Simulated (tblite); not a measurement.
Compound: C5H3O2S (doublet state).
SMILES with atom numbers: `[CH2:1][C:2](=[S:3])[C:4]#[C:5][C:6](=[O:7])[OH:8]` (hydrogens: H9, H10 on C1; H11 on O8)
Bond orders are those of one Lewis drawing.

Computed with GFN2-xTB (tblite), gas phase: L-BFGS steps from a force-field or distance-geometry start until the largest atomic force falls under 0.01 eV/Å.

The end geometry, which sets the zero of energy:
```
atom  x, y, z in Å
C1     -0.7171    2.3016   -1.1947
C2     -0.5050    1.6958   -0.0100
S3     -0.7102    2.5138    1.5044
C4     -0.0999    0.3479    0.0766
C5      0.2452   -0.7985    0.2304
C6      0.6574   -2.1755    0.2890
O7      0.8399   -2.8706   -0.6753
O8      0.8129   -2.5910    1.5504
H9     -1.0277    3.3305   -1.2410
H10    -0.5807    1.7691   -2.1205
H11     1.0906   -3.5204    1.5647
```

**Question.** These geometries come from the run, each turned onto the end geometry. Order them by energy, lowest first.
A.
```
atom  x, y, z in Å
C1     -0.7143    2.2907   -1.1970
C2     -0.5108    1.7151    0.0047
S3     -0.7179    2.5397    1.5053
C4     -0.1086    0.3659    0.1124
C5      0.2380   -0.7812    0.2691
C6      0.6546   -2.1578    0.3063
O7      0.8328   -2.8406   -0.6673
O8      0.8248   -2.6243    1.5495
H9     -1.0185    3.3133   -1.2988
H10    -0.5737    1.7378   -2.1058
H11     1.0991   -3.5559    1.4954
```
B.
```
atom  x, y, z in Å
C1     -0.7147    2.2984   -1.2035
C2     -0.5130    1.7163   -0.0037
S3     -0.7163    2.5363    1.5196
C4     -0.1078    0.3673    0.1348
C5      0.2365   -0.7787    0.2626
C6      0.6551   -2.1619    0.3101
O7      0.8373   -2.8525   -0.6558
O8      0.8270   -2.6267    1.5528
H9     -1.0216    3.3210   -1.3147
H10    -0.5756    1.7417   -2.1080
H11     1.0985   -3.5585    1.4799
```
C.
```
atom  x, y, z in Å
C1     -0.7132    2.2869   -1.1979
C2     -0.5089    1.7060    0.0006
S3     -0.7208    2.5496    1.5018
C4     -0.1060    0.3577    0.0985
C5      0.2409   -0.7849    0.2767
C6      0.6537   -2.1615    0.3021
O7      0.8280   -2.8253   -0.6859
O8      0.8224   -2.6197    1.5462
H9     -1.0187    3.3152   -1.2766
H10    -0.5705    1.7278   -2.1070
H11     1.0987   -3.5491    1.5157
```
D.
```
atom  x, y, z in Å
C1     -0.7138    2.2880   -1.1956
C2     -0.5096    1.7112    0.0055
S3     -0.7192    2.5439    1.5039
C4     -0.1077    0.3623    0.1043
C5      0.2387   -0.7811    0.2718
C6      0.6546   -2.1601    0.3069
O7      0.8308   -2.8343   -0.6757
O8      0.8238   -2.6223    1.5484
H9     -1.0187    3.3149   -1.2906
H10    -0.5721    1.7329   -2.1075
H11     1.0988   -3.5528    1.5026
```
E.
```
atom  x, y, z in Å
C1     -0.7137    2.3068   -1.2063
C2     -0.5205    1.7308    0.0088
S3     -0.7136    2.5299    1.5309
C4     -0.1047    0.3646    0.1611
C5      0.2412   -0.7940    0.2552
C6      0.6564   -2.1791    0.3133
O7      0.8408   -2.8580   -0.6496
O8      0.8305   -2.6283    1.5670
H9     -1.0325    3.3536   -1.3312
H10    -0.5740    1.7300   -2.1351
H11     1.0955   -3.5535    1.4598
```

**Answer.** C (0.002 eV), D (0.005 eV), A (0.010 eV), B (0.026 eV), E (0.087 eV).

In the order of the answer:

```json
{"step": "10", "E above end (eV)": "0.002", "largest force (eV/Å)": "0.07", "rms force component (eV/Å)": "0.020", "rms distance from end (Å)": "0.037", "rms bond change (Å)": "0.001", "bond most changed (Å)": "C2=S3 +0.002"}
{"step": "7", "E above end (eV)": "0.005", "largest force (eV/Å)": "0.21", "rms force component (eV/Å)": "0.063", "rms distance from end (Å)": "0.040", "rms bond change (Å)": "0.002", "bond most changed (Å)": "C2=S3 -0.006"}
{"step": "6", "E above end (eV)": "0.010", "largest force (eV/Å)": "0.23", "rms force component (eV/Å)": "0.087", "rms distance from end (Å)": "0.042", "rms bond change (Å)": "0.003", "bond most changed (Å)": "C2=S3 -0.009"}
{"step": "4", "E above end (eV)": "0.026", "largest force (eV/Å)": "0.69", "rms force component (eV/Å)": "0.195", "rms distance from end (Å)": "0.047", "rms bond change (Å)": "0.005", "bond most changed (Å)": "C2=S3 +0.008"}
{"step": "1", "E above end (eV)": "0.087", "largest force (eV/Å)": "1.11", "rms force component (eV/Å)": "0.373", "rms distance from end (Å)": "0.058", "rms bond change (Å)": "0.015", "bond most changed (Å)": "C2–C4 +0.026"}
```

What follows is the cost of the whole relaxation. Time: 0.17 s wall. Hardware: one thread, Arm Neoverse V2 (aarch64), shared host.
